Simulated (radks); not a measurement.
The numbers below are computed, except where a source is named.
Isoelectronic series with 3 electrons, each ion in its NIST ground configuration. Code: a radial shooting solver on a logarithmic mesh with Libxc functionals. Model: scalar-relativistic Kohn-Sham, r2SCAN, spin-polarised, spherical densities, finite nucleus; open shells are filled with parallel spins first; meta-GGA in the generalised Kohn-Sham scheme; Fermi nuclear charge, rms radius of each element as measured or else 0.836 A^(1/3) + 0.57 fm. Total energies (hartree) and mean radii <r> (bohr):

| ion | configuration | E (hartree) | 2s up | 1s down | 1s up |
|---|---|---|---|---|---|
| Li | [He] 2s1 | -7.48070 | 3.805 | 0.5791 | 0.5765 |
| Be+ | [He] 2s1 | -14.32894 | 2.260 | 0.4182 | 0.4169 |
| B2+ | [He] 2s1 | -23.43218 | 1.627 | 0.3271 | 0.3263 |
| C3+ | [He] 2s1 | -34.79023 | 1.275 | 0.2685 | 0.2680 |
| N4+ | [He] 2s1 | -48.40454 | 1.049 | 0.2277 | 0.2274 |
| O5+ | [He] 2s1 | -64.27727 | 0.8918 | 0.1976 | 0.1974 |
| F6+ | [He] 2s1 | -82.41103 | 0.7755 | 0.1746 | 0.1744 |
| Ne7+ | [He] 2s1 | -102.80883 | 0.6861 | 0.1563 | 0.1562 |
| Mg9+ | [He] 2s1 | -150.41062 | 0.5575 | 0.1292 | 0.1291 |
| Al10+ | [He] 2s1 | -177.62261 | 0.5097 | 0.1189 | 0.1188 |
| Si11+ | [He] 2s1 | -207.11464 | 0.4694 | 0.1101 | 0.1100 |
| P12+ | [He] 2s1 | -238.89171 | 0.4350 | 0.1025 | 0.1024 |
| S13+ | [He] 2s1 | -272.95917 | 0.4052 | 0.09585 | 0.09580 |
| Cl14+ | [He] 2s1 | -309.32282 | 0.3792 | 0.09002 | 0.08998 |
| Ar15+ | [He] 2s1 | -347.98885 | 0.3564 | 0.08484 | 0.08481 |
| K16+ | [He] 2s1 | -388.96389 | 0.3360 | 0.08023 | 0.08020 |
| Ca17+ | [He] 2s1 | -432.25491 | 0.3179 | 0.07608 | 0.07605 |
| Sc18+ | [He] 2s1 | -477.86937 | 0.3016 | 0.07233 | 0.07230 |
